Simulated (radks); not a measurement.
Ionisation of the aluminium ion Al+, [Ne] 3s2, to [Ne] 3s1 as the strength of local exchange is varied. Calculated with a radial shooting solver on a logarithmic mesh with Libxc functionals: Dirac Kohn-Sham, Slater X-alpha exchange (alpha = 2/3 is LDA exchange), no correlation, spin-unpolarised, spherical densities, finite nucleus; Fermi nuclear charge, rms radius 3.061 fm.

alpha  E(Al+) (hartree)  exchange (hartree)  IE (eV)  -e of the level emptied (eV)  <r> of it (bohr)
0.646        -240.11509           -15.80205   18.032                13.597 (3s1/2)             2.409
0.667        -240.62922           -16.34373   18.227                13.785 (3s1/2)             2.398
0.713        -241.75849           -17.53641   18.656                14.200 (3s1/2)             2.374
0.916        -246.79246           -22.90048   20.610                16.101 (3s1/2)             2.276
?            -241.90609           -17.69260   18.713                14.255 (3s1/2)             2.371

Which alpha was used in the last row?

Answer. alpha = 0.719. NIST Atomic Spectra Database: 18.829 eV (measured). The Delta-SCF value meets it near alpha = 0.73. Spin polarisation and multiplet splitting are left out, so open shells lie too high by an amount that depends on their filling.

Beside tabulated values, note that spin-unpolarised runs miss the spin-polarisation part of the exchange energy of open shells.
